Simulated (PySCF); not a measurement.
## Radial density of B²⁺ (boron, charge +2)

UHF, [He] 2p1, 2P determinant (an excited configuration). All numbers are calculated (PySCF 2.14, the spin-free X2C one-electron Hamiltonian (Gaussian nucleus), in ANO-RCC-VTZP (4s3p2d1f, 30 functions)).

| r (bohr) | 4πr²ρ (e/bohr) | 4πr²(ρα − ρβ) |
| --- | --- | --- |
| 0.00417 | 0.01500 | -0.0001 |
| 0.00702 | 0.04074 | -0.0001 |
| 0.0118 | 0.1091 | -0.0004 |
| 0.0198 | 0.2833 | -0.0010 |
| 0.0334 | 0.6987 | -0.0023 |
| 0.0562 | 1.574 | -0.0050 |
| 0.0945 | 3.055 | -0.0081 |
| 0.159 | 4.636 | -0.0043 |
| 0.267 | 4.720 | 0.0300 |
| 0.450 | 2.591 | 0.1396 |
| 0.756 | 0.8133 | 0.3792 |
| 1.27 | 0.6164 | 0.6038 |
| 2.14 | 0.3282 | 0.3282 |
| 3.60 | 0.02733 | 0.0273 |
| 6.05 | 3.852e-05 | 0.0000 |

Densities and radii are taken from the X2C orbitals without a picture-change correction, which distorts them close to the nucleus.

Task: Where is the radial spin density 4πr²(ρα − ρβ) most negative, and why is it negative at all?

Result: Around r = 0.0945 bohr, down to -0.0081 e/bohr: exchange with the open shell polarises the paired shells in an unrestricted calculation.
